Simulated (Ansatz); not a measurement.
Reaction (formal loss of a carbene): `[NH2][GeH2][CH2]O` → `[CH2]` (triplet) + `[NH2][GeH2][OH]`

Computed with Ansatz on PBE0-D4/def2-TZVP structures; ΔE is electronic, products minus reactants. CBS: MP2 limit from def2 TZ/QZ plus the TZ coupled-cluster correction, frozen cores. This one scheme is used for every species. DFT in def2-TZVPP. Triplets are unrestricted, without spin–orbit coupling. For Ge outer-core shells are correlated without core-valence functions, which leaves a few kJ/mol of doubt a bond. Scalar relativity is left out up to krypton. Each species was taken in one conformer, which may not be the lowest.

```csv
level,ΔE (kcal/mol)
PBE0-D4,80.5
SCS-MP2/def2-QZVPP,79.6
HF/CBS(def2),39.5
MP2/CBS(def2),80.8
```

Task: What does CCSD(T)/CBS give? (An estimate is asked.)

Result: Computed: +79.2 kcal/mol. The listed levels differ from it by 1.3, 0.4, -39.7, 1.6 kcal/mol.

Largest T1 diagnostic among the species: 0.011.

The D4 term adds +2.6 kcal/mol with B3LYP and +1.4 kcal/mol with PBE0; it sums over pairs of atoms, weighted by their polarisabilities, and B3LYP, whose exchange is more repulsive, gets the larger term. In def2-TZVPP, CCSD(T) changes the Hartree–Fock value by +36.6 kcal/mol (the triples alone add +3.2 kcal/mol) and MP2 by +38.2 kcal/mol. From PBE to PBE0 (25 % exact exchange), in def2-TZVPP and without D4, ΔE moves by −3.2 kcal/mol.

B3LYP here is the variant with VWN-RPA as its local correlation; programs differ in this.
